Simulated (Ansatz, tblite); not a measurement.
Two members of one family (Same ligands, another metal), computed with Ansatz in the gas phase. The two geometries come from different levels. HOMO and LUMO are taken over both spins. Binding counts from free atoms in the multiplicity of their measured ground term, without zero-point energy. Names give formal oxidation states. The structures are stationary points that may keep the symmetry of their start. Remarks come from the PBE and PBE0 runs and from stability tests at other levels; not every state was tested.

First: Mn(NH2)2 (sextet, charge 0, r2SCAN-D4/def2-TZVP geometry).

Cartesian coordinates in Å:
```
Mn 0.0022 -0.0029 -0.0007
N 1.3823 0.9047 0.9039
H 1.8176 0.6151 1.7692
H 1.8208 1.7677 0.6102
N -1.3824 -0.9058 -0.9033
H -1.2669 -1.6178 -1.6116
H -2.3736 -0.7609 -0.7678
```

```json
{"level": "PBE-D4/def2-TZVP", "HOMO (eV)": "-4.49", "LUMO (eV)": "-2.78", "gap (eV)": "1.72", "binding per atom (eV)": "3.29"}
{"level": "r2SCAN-D4/def2-TZVP", "HOMO (eV)": "-4.83", "LUMO (eV)": "-1.96", "gap (eV)": "2.87", "binding per atom (eV)": "3.17"}
{"level": "B3LYP-D4/6-31G", "HOMO (eV)": "-5.29", "LUMO (eV)": "-1.93", "gap (eV)": "3.36", "binding per atom (eV)": "3.07"}
{"level": "PBE0-D4/def2-TZVP", "HOMO (eV)": "-6.00", "LUMO (eV)": "-1.54", "gap (eV)": "4.46", "binding per atom (eV)": "3.13"}
{"level": "PBE0-D4/def2-TZVPD", "HOMO (eV)": "-6.17", "LUMO (eV)": "-1.69", "gap (eV)": "4.49", "binding per atom (eV)": "3.15"}
```

Metal–donor distances: 2 × N 1.88 Å. The relaxed quartet lies at 0.82 eV (PBE-D4/def2-TZVP) to 1.60 eV (PBE0-D4/def2-TZVP) from the sextet. Remarks: spin-contaminated (⟨S²⟩ up to 2.38) (doublet), spin-contaminated (⟨S²⟩ up to 4.04) (quartet).

Second: Co(NH2)2 (quartet, charge 0, PBE0-D4/def2-TZVP geometry).

```xyz
7

Co    0.002   -0.003   -0.002
N     1.429    0.103    1.117
H     2.263    0.649    0.959
H     1.514   -0.363    2.008
N    -1.425   -0.108   -1.120
H    -1.518    0.367   -2.006
H    -2.264   -0.644   -0.955
```

Q: What does the change do? Estimate second minus first.

A: 
| level | Δ HOMO (eV) | Δ LUMO (eV) | Δ gap (eV) | Δ binding per atom (eV) |
| --- | --- | --- | --- | --- |
| PBE-D4/def2-TZVP | 0.22 | -1.01 | -1.24 | -0.02 |
| r2SCAN-D4/def2-TZVP | 0.18 | -1.19 | -1.37 | 0.00 |
| B3LYP-D4/6-31G | -0.27 | 0.24 | 0.50 | 0.06 |
| PBE0-D4/def2-TZVP | 0.07 | -0.63 | -0.70 | 0.02 |
| PBE0-D4/def2-TZVPD | 0.07 | -0.62 | -0.69 | 0.02 |

Metal–donor distances: 2 × N 1.82 Å. Remarks: spin-contaminated (⟨S²⟩ up to 1.45) (doublet).
